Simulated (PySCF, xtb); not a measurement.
Al(Me)(OMe)(SH) (C₂H₇AlOS), SMILES C[O][Al]([CH3])[SH]. Other conformers were not sampled.

Harmonic wavenumbers (cm⁻¹) from GFN2-xTB (xtb) at its own minimum, in rising order: 12, 25, 92, 129, 135, 166, 188, 250, 411, 517, 581, 586, 641, 731, 1139, 1141, 1216, 1287, 1417, 1445, 1455, 1479, 1479, 2415, 2960, 2961, 2964, 2970, 2973, 2975.

Task: What does PySCF with TPSSh-D3(BJ)/def2-SVP give at its own minimum? (Estimate from the structure and the level; the computed values follow.)

Result: 24, 50, 74, 103, 144, 202, 232, 240, 428, 595, 649, 664, 702, 775, 1179, 1190, 1228, 1236, 1446, 1447, 1491, 1493, 1499, 2684, 2987, 3021, 3062, 3073, 3105, 3124. Paired by order, the mean absolute difference is 54 cm⁻¹ and the zero-point energies are 52.5 and 54.5 kcal/mol.
